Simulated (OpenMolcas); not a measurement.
A calculation on Kr³⁺.

| Quantity | Value |
| --- | --- |
| Program | OpenMolcas 26.06 |
| Method | SS-CASPT2, IPEA 0.25 Eh, imaginary shift 0.1 Eh (closed shells correlated: 3d 4s) |
| Basis | ANO-RCC-VQZP [7s6p4d2f1g] |
| Scalar Hamiltonian | DKH2, point nucleus |
| Active space | 3 electrons in 3 orbitals (4p) |
| State averaging | 2S+1 = 4 odd, 1 root; 2S+1 = 2 odd, 8 roots |
| Spin-orbit coupling | state interaction with AMFI integrals over the reference wave functions, term energies averaged over their components |

(1) Which level of the active space comes out lowest?

(2) How high does 4s² 4p³ ²P°_3/2 lie?

(3) How high does 4s² 4p³ ²D°_3/2 lie?

(4) How high does 4s² 4p³ ²P°_1/2 lie?

Measured values: Saloman, J. Phys. Chem. Ref. Data 36, 215 (2007).

Answers

(1) 4s² 4p³ ⁴S°_3/2, with 98 % of that term; it is also the measured ground level.

(2) 34420 cm⁻¹ above the lowest level; measured 33406 cm⁻¹ above the ground level, so the calculation is off by +3 %.

(3) 17940 cm⁻¹ above the lowest level; measured 17038 cm⁻¹ above the ground level, so the calculation is off by +5 %.

(4) 32530 cm⁻¹ above the lowest level; measured 31056 cm⁻¹ above the ground level, so the calculation is off by +5 %.

CASPT2 does not keep the components of a term degenerate, so their means are used; among the terms shown or strongly mixed into the levels shown the widest spread is 180 cm-1 (4s² 4p³ ²D°). With the s shell closed, the reference lacks s² → p² mixing. Computed and measured levels are paired by configuration, term and J; levels that our copy of the source lacks, or whose pairing is in doubt (as where it misses far off the trend of its configuration), stay unpaired and out of the deviations. Levels of configurations outside the active space are missing.

° marks odd parity.
